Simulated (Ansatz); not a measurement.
Reaction (cleavage of the B–Ge bond): `CN[BH][GeH3]` + H₂S → `CNBS` + GeH₄

Program: Ansatz. Geometries: PBE0-D4/def2-TZVP. ΔE: electronic, gas phase. CCSD(T)/CBS is the MP2 limit (def2-TZVPP, def2-QZVPP) plus CCSD(T) − MP2 in def2-TZVPP, frozen cores. This one scheme is used for every species. DFT in def2-TZVPP. B3LYP here is the variant with VWN-RPA as its local correlation; programs differ in this. For Ge outer-core shells are correlated without core-valence functions, which leaves a few kJ/mol of doubt a bond. Scalar relativity is left out up to krypton. Each species was taken in one conformer, which may not be the lowest.

`CN[BH][GeH3]`:

Cartesian coordinates in Å:
```
C -0.872 1.284 0.799
N 0.366 0.584 1.060
B 0.965 -0.435 0.342
Ge 0.213 -1.274 -1.390
H -1.331 0.889 -0.106
H -1.578 1.160 1.625
H -0.698 2.355 0.657
H 0.835 0.908 1.893
H 2.004 -0.856 0.768
H 1.229 -1.132 -2.541
H -0.014 -2.788 -1.199
H -1.121 -0.694 -1.908
```

H₂S:

```xyz
3

S    -0.013   -0.353    0.509
H    -0.113    0.966    0.291
H     0.126   -0.613   -0.800
```

`CNBS`:

Z-matrix (Å, degrees):
```
C
N 1 1.444
H 1 1.095 2 111.6
H 1 1.094 2 111.6 3 121.2
H 1 1.090 2 109.1 3 -119.4
B 2 1.389 1 125.8 3 119.3
H 2 1.009 1 114.1 3 -60.7
S 6 1.820 2 119.9 1 -180.0
H 6 1.195 2 119.9 1 0.0
H 8 1.339 6 96.2 2 -180.0
```

GeH₄:

Z-matrix (Å, degrees):
```
Ge
H 1 1.534
H 1 1.534 2 109.5
H 1 1.534 2 109.5 3 -120.0
H 1 1.534 2 109.5 3 120.0
```

(1) Is it downhill or uphill in electronic energy at CCSD(T)/CBS, and by how much? (Estimate.)

(2) What do these levels give: B3LYP-D4, ωB97X-V, ωB97M-V, B2PLYP, PBE, PBE0, B3LYP, CCSD(T)/def2-TZVPP, HF/def2-QZVPP, SCS-MP2/def2-QZVPP, HF/CBS(def2), CCSD/CBS(def2)? (Best estimate.)

Largest T1 diagnostic among the species: 0.013.

Answers

(1) Computed: Downhill: ΔE = -15.8 kcal/mol.

(2) Computed: B3LYP-D4 -17.0, ωB97X-V -17.3, ωB97M-V -17.2, B2PLYP -17.6, PBE -16.8, PBE0 -17.4, B3LYP -17.6, CCSD(T)/def2-TZVPP -16.1, HF/def2-QZVPP -19.9, SCS-MP2/def2-QZVPP -17.4, HF/CBS(def2) -20.0, CCSD/CBS(def2) -15.9 kcal/mol.

In def2-TZVPP, CCSD(T) changes the Hartree–Fock value by +3.6 kcal/mol (the triples alone add +0.1 kcal/mol) and MP2 by +2.3 kcal/mol.
